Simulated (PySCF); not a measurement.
[Ti(H2O)6]3+: Ti(III) (d1), charge +3. The structure is a PBE0-D3(BJ)/def2-SVP, IEF-PCM water geometry optimised for multiplicity 2; coordination octahedral, point group Ci, metal–donor distances 2.02 Å.

```
19

Ti    0.0000    0.0000    0.0000
O     0.0182    0.0216    2.0239
H     0.6271    0.5393    2.5765
H    -0.5857   -0.4607    2.6123
O    -0.0182   -0.0216   -2.0239
H     0.5857    0.4607   -2.6123
H    -0.6271   -0.5393   -2.5765
O     2.0256   -0.0163    0.0182
H     2.6119    0.5575   -0.5016
H     2.5809   -0.6163    0.5430
O    -2.0256    0.0163   -0.0182
H    -2.5809    0.6163   -0.5430
H    -2.6119   -0.5575    0.5016
O    -0.0163    2.0254    0.0216
H    -0.5525    2.5754    0.6166
H     0.4209    2.6130   -0.6164
O     0.0163   -2.0254   -0.0216
H    -0.4209   -2.6130    0.6164
H     0.5525   -2.5754   -0.6166
```

Method (PySCF 2.14, density fitting): CASSCF(1,5) with orbitals averaged over all microstates of the shell, strongly contracted NEVPT2 on the averaged canonical orbitals; basis x2c-TZVPall on the metal, x2c-SVPall elsewhere; spin-free X2C; IEF-PCM water; spin-orbit coupling by state interaction with the mean-field operator over all roots.

Problem. Which term lies lowest, and with what spin?

Solution. 2Ag (from 2T2g) (S = 1/2, orbital degeneracy 1), with 1.0 electrons in the lower (t2g-type) set and 0.0 in the upper (eg-type) set, by NEVPT2.

Problem. Where do the spin-allowed transitions within the shell lie?

Solution. By NEVPT2: 2Ag (from 2T2g) at 4226 cm⁻¹; 2Ag (from 2T2g) at 4364 cm⁻¹; 2Ag (from 2Eg) at 22012 cm⁻¹ (454 nm); 2Ag (from 2Eg) at 22059 cm⁻¹ (453 nm). All are electric-dipole forbidden at this geometry.

Problem. What ligand-field parameters describe the result?

Solution. At NEVPT2 level: orbital energies 0, 4226, 4364, 22012, 22059 cm⁻¹; 10Dq = 19172 cm⁻¹ (difference of the means of the two sets); ζ = 140 cm⁻¹ (free ion 152).

Problem. What are the magnetic parameters?

Solution. The ground doublet has g = 1.915, 1.916, 2.000. μeff is 1.75 μB at 300 K and 1.69 μB at 10 K; the spin-only value is 1.73 μB.

NEVPT2 lifts 2Ag (from 2T2g) from 3586 to 4364 cm⁻¹; on the d shell alone such lifts tend to overshoot. NEVPT2 on the d shell alone tends to put d–d bands too high for such charged or covalently bound ions.

The job took 17 s on one thread of Arm Neoverse V1 (shared host), with 192 basis functions and a peak of 0.85 GiB, launched as `OMP_NUM_THREADS=1 python lf_run.py task.json out`.
